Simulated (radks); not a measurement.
Task: Neutral silver, 47 electrons, occupied as [Ar] 3d10 4s2 4p5 4d10 5s1 6s1 (not the ground configuration). Calculated with a radial shooting solver on a logarithmic mesh with Libxc functionals: scalar-relativistic Kohn-Sham, PBE, spin-unpolarised, spherical densities, finite nucleus; Fermi nuclear charge, rms radius 4.5454 fm. Some entries of the table are withheld. Estimate them.

| orbital | occ. | eigenvalue (eV) | <r^2> (bohr^2) |
|---|---|---|---|
| 1s | 2 | -25342.25 | 0.001308 |
| 2s | 2 | (1) | 0.02146 |
| 2p | 6 | -3357.242 | 0.01691 |
| 3s | 2 | -695.4013 | 0.1553 |
| 3p | 6 | (2) | 0.1568 |
| 3d | 10 | -370.1508 | 0.1424 |
| 4s | 2 | -105.4578 | 0.9320 |
| 4p | 5 | -68.6858 | 1.125 |
| 4d | 10 | -16.3616 | 2.087 |
| 5s | 1 | (3) | 8.503 |
| 6s | 1 | -1.5269 | 75.29 |

Result: 
(1) 2s eigenvalue (eV): -3741.296
(2) 3p eigenvalue (eV): -569.2095
(3) 5s eigenvalue (eV): -9.2452
